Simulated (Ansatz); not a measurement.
```xyz
10

N    -0.682   -0.155    1.404
Si   -0.988    0.607   -0.093
F    -0.950    2.166    0.250
O     0.151    0.184   -1.157
Sb    2.078   -0.048   -0.758
H    -0.985    0.278    2.262
H    -0.678   -1.159    1.481
H    -2.294    0.349   -0.730
H     2.408   -0.527   -2.371
H     1.939   -1.695   -0.288
```

Total charge 0; spin multiplicity 1. Sb takes the def2 core potential.

Question: List the r2SCAN/def2-TZVPP orbital energies in eV (Ansatz 0.2.0). (An estimate is asked.)

Answer: Computed: Occupied: -1792.01, -665.75, -515.60, -385.01, -154.31, -142.24, -106.12, -106.01, -105.89, -97.16, -97.11, -97.06, -34.41, -34.29, -34.20, -34.14, -34.07, -30.91, -25.41, -22.42, -15.21, -13.54, -12.86, -11.59, -11.15, -10.90, -10.05, -9.54, -8.98, -8.66, -7.89, -6.83, -6.59. Lowest empty: -1.77, -0.59, 0.37, 1.13, 1.39, 2.25, 2.69, 3.12.
